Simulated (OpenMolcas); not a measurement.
**Mg: from RASSCF to RASPT2**

| Item | Value |
| --- | --- |
| Program | OpenMolcas 26.06 |
| Basis | ANO-RCC-VQZP [6s5p3d2f1g] |
| Scalar Hamiltonian | DKH2, point nucleus |
| Active space | 2 electrons in 9 orbitals (RAS2 3s 3p; RAS3 3d, at most 2 electrons) |
| State averaging | 2S+1 = 3 even, 3 roots; 2S+1 = 1 even, 1 root; 2S+1 = 3 odd, 3 roots; 2S+1 = 1 odd, 3 roots |
| Spin-orbit coupling | state interaction with AMFI integrals over the reference wave functions, term energies averaged over their components |

Methods on the same reference wave functions:
A. RASSCF
B. SS-RASPT2, IPEA 0.25 Eh, imaginary shift 0.1 Eh (closed shells correlated: 2s 2p)

Energies in eV above 3s² ¹S₀, the measured ground level; measured values from NIST Handbook of Basic Atomic Spectroscopic Data.

| Level | A | B | Measured |
| --- | --- | --- | --- |
| 3s² ¹S₀ | 0.0000 | 0.0000 | 0.0000 |
| 3s 3p ³P°₀ | 2.5884 | 2.674 | 2.7091 |
| 3s 3p ³P°₁ | 2.5904 | 2.676 | 2.7116 |
| 3s 3p ³P°₂ | 2.5943 | 2.680 | 2.7166 |
| 3s 3p ¹P°₁ | 4.5270 | 4.409 | 4.3458 |

Deviations, from unrounded energies. A percentage is the sum of absolute deviations over the sum of measured energies, with the sign that they share, or ± where signs differ.

| Against measurement | Levels | A | B |
| --- | --- | --- | --- |
| mean absolute deviation (cm-1) | 4 | 1100 | 350 |
| other configurations (%) | 4 | ±4.4 | ±1.4 |

B lies closest to measurement on these levels. The largest miss of B in the table is 3s 3p ¹P°₁, by +510 cm-1. The ranking rests on the paired levels alone, and a cruder setting can come out closer through cancelling errors.

The lowest spin-free term lies below A's lowest term by 0.281 hartree in B.

Active for correlation alone: 3d; no level in the range computed is led by a configuration that fills it, so any true level of that kind is missing. Without dynamic correlation excited terms often stand tens of per cent too high (terms of higher spin than the ground term too low), and those without a measured partner can miss by more than the paired ones (holds for A). Measured partners are found by configuration, term and J. A level has none where our copy of the source lacks it or the pairing is in doubt (some pairs that miss far off the trend of their configuration count as doubtful), and it then counts in no deviation. Levels of configurations outside the active space are missing. The table leaves out levels that lie high or whose names do not pair safely across all columns.

° marks odd parity.
